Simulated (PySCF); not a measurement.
# Cd (cadmium, neutral): UHF calculation

Configuration: [Kr] 4d10 5s2, closed-shell 1S. Computed with PySCF 2.14 in cc-pVTZ-PP with ECP28MDF (5s5p4d2f1g, 63 functions), with a scalar-relativistic core potential.

| Quantity | Value |
| --- | --- |
| Total energy | -166.838760 hartree |
| One-electron energy | -297.3394 hartree |
| Hartree (Coulomb) energy | 145.0680 hartree |
| Exchange energy | -14.5674 hartree |
| ⟨S²⟩ | 0.0000 |
| ⟨L²⟩ | 0.000 |
| Sum of ⟨r⟩ | 26.62 bohr |
| Sum of ⟨r²⟩ | 49.74 bohr² |
| Time after the integrals | 0.21 s of wall time on 1 thread of Neoverse-N1 (shared host) |

| shell | electrons | mean orbital energy (eV) | rms radius, mean of both spins (bohr) |
| --- | --- | --- | --- |
| 4s | 2 | -131.26 | 0.947 |
| 4p | 6 | -85.863 | 1.04 |
| 4d | 10 | -19.582 | 1.39 |
| 5s | 2 | -7.646 | 3.33 |

Energies and moments cover only the electrons outside the core potential.
